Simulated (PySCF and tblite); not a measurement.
Results of a calculation; reference values are marked as such.
System: C₄H₉BO, numbered as in [BH:1]1[CH2:2][CH2:3][CH2:4][O:5][CH2:6]1.

Level: PBE0/pcSseg-1 + D3(BJ) on PBE0-D3(BJ)/def2-SVP stationary points, with GFN2-xTB thermal terms. Rate constants are transition-state-theory values, counting equivalent paths, without tunnelling. Programs: tblite and PySCF.

Question: What barrier does the inversion of the 6-membered ring (1–2–3–4–5–6) meet, and how fast is it at 298 K?

Answer: The electronic barrier is 5.0 kcal/mol and ΔG‡(298 K) 5.1 kcal/mol, over a C1 saddle (twist-boat) with an imaginary mode of 92i cm⁻¹ (GFN2-xTB). With 2 equivalent paths, k is 2.4×10⁹ s⁻¹, a mean lifetime of the start of 420 ps against this motion.
